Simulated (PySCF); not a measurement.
## 31P chemical shifts

No solvent, rapidly exchanging positions averaged, non-relativistic, single conformer. PBE0/pcSseg-1 with gauge-including orbitals; coordinates at the GFN2-xTB level; PySCF.

Shieldings were converted by a linear fit to measured shifts: 31P: δ = 270.09 − 0.828σ (rms 18.1 ppm, 64 shifts vs H3PO4, solution or neat liquid). A few per cent of atoms miss by over 2 rms, more outside the fitted compound classes.

(1) Give the 31P shifts of `C=C(C)C[Si](P)(P)Cl`.

(2) Match the shifts 218.3, 121.0, -203.6 ppm to `Clc1cpc(Cl)cp1`, `C=CCC[Si](P)(P)Cl`, `CC(=O)c1oc(C)pc1Cl`.

## Answers

(1) 
```tsv
compound	environment	δ (ppm)
C=C(C)C[Si](P)(P)Cl	phosphorus bonded to Si, 2 H (×2)	-206.6
```

(2) 218.3: Clc1cpc(Cl)cp1 (phosphorus bonded to 2 C, in a 6-membered ring); 121.0: CC(=O)c1oc(C)pc1Cl (phosphorus bonded to 2 C, in a 5-membered ring); -203.6: C=CCC[Si](P)(P)Cl (phosphorus bonded to Si, 2 H).
